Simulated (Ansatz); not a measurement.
Total energies of [OsO3N]- (OsNO3⁻) from Ansatz at PBE-D4/def2-TZVPD, gas phase (1 Eh = 27.2114 eV = 2625.5 kJ/mol). The reference geometry is relaxed at PBE0-D4/def2-SVPD.

Cartesian coordinates in Å:
```
Os 0.006 -0.003 0.005
O 0.296 -1.647 -0.501
O 1.456 0.955 -0.141
O -0.603 0.042 1.639
N -1.155 0.654 -1.001
```

```tsv
state	geometry	energy (Eh)
charge -1 singlet	reference	-371.17272
charge 0 doublet	reference	-370.99787
charge 0 doublet	relaxed at PBE0-D4/def2-SVPD	-371.00307
```

In the def2 sets Os takes a core potential; there is no spin–orbit coupling.

**Question.** Work out the vertical ionisation energy to the doublet.

**Answer.** E(charge 0 doublet) − E(charge -1 singlet) = -370.99787 − (-371.17272) = 0.17485 Eh = 4.76 eV. For comparison, −ε of the highest occupied level is 1.59 eV at this level, 3.17 eV less.

**Question.** How much does the charge 0 doublet relax, and what is the adiabatic ionisation energy?

**Answer.** Relaxation: -370.99787 − (-371.00307) = 0.00520 Eh = 0.14 eV. Adiabatic ionisation energy: 0.16965 Eh = 4.62 eV, without zero-point energy. 

At PBE-D4/def2-TZVPD the gap within one spin of the charge 0 doublet nearly closes, so an electron or hole may be smeared out by delocalisation error.
